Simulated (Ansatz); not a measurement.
C3H9BO3, triplet, at a GFN2-xTB geometry (a higher spin typed on purpose: for a closed-shell molecule this is an excited state). Base run: PBE/6-31G** (Ansatz, an electronic-structure program).

Input for Ansatz:
Ansatz 0.2 input:
```yaml
crystal:
  periodic: [false, false, false]
  atoms:
    - {symbol: B, position_ang: [-0.50037593, 0.35513547, 0.52856543]}
    - {symbol: O, position_ang: [0.88825787, 0.87656239, 0.24811179]}
    - {symbol: C, position_ang: [1.08572997, 2.22826773, 0.07685660]}
    - {symbol: H, position_ang: [0.86040822, 2.79175450, 0.99271732]}
    - {symbol: H, position_ang: [2.12597834, 2.38737002, -0.22267060]}
    - {symbol: H, position_ang: [0.43259254, 2.61507008, -0.71802856]}
    - {symbol: O, position_ang: [-0.43931359, -0.97239146, 1.10454057]}
    - {symbol: C, position_ang: [0.71266937, -1.72533019, 0.93342794]}
    - {symbol: H, position_ang: [1.58828818, -1.15805606, 1.27703718]}
    - {symbol: H, position_ang: [0.60419229, -2.65897979, 1.48994227]}
    - {symbol: H, position_ang: [0.89283781, -1.95286996, -0.13068918]}
    - {symbol: O, position_ang: [-0.99676070, 0.32710654, -0.91042295]}
    - {symbol: C, position_ang: [-1.14672262, -0.85682507, -1.59046218]}
    - {symbol: H, position_ang: [-0.16750167, -1.31479700, -1.82019329]}
    - {symbol: H, position_ang: [-1.73558629, -1.58554706, -1.01973395]}
    - {symbol: H, position_ang: [-1.62685866, -0.62651693, -2.54797756]}
basis:
  gaussian:
    orbitals: 6-31G__.json
hamiltonian:
  xc: pbe
magnetization: {spin_polarized: true, initial_magnetization: 2}
```
The basis file holds 6-31G** in the JSON format of the Basis Set Exchange.

Each row names what was changed in the base input (with any setting that the change needs).

```csv
change,ΔE vs base (mEh)
base,0.000
"final_grid = 10, 20, 41",0.001
"final_grid = 14, 28, 59",0.001
"point_charge = charge:1.0 position_ang:-5.8331, 0.4358, -1.4961",-5.469
nuclear_model = gaussian,0.048
lower_state_search = full,0.000
lower_state_search = off,0.000
"point_charge = charge:0.5 position_ang:-1.3114, -5.8113, -1.8763",1.309
"point_charge = charge:-1.0 position_ang:4.631, -1.6926, -4.0738",-4.532
"final_grid = 6, 12, 29",0.009
fitting.mean_field = cc-pVTZ-JKFIT,-0.114
```
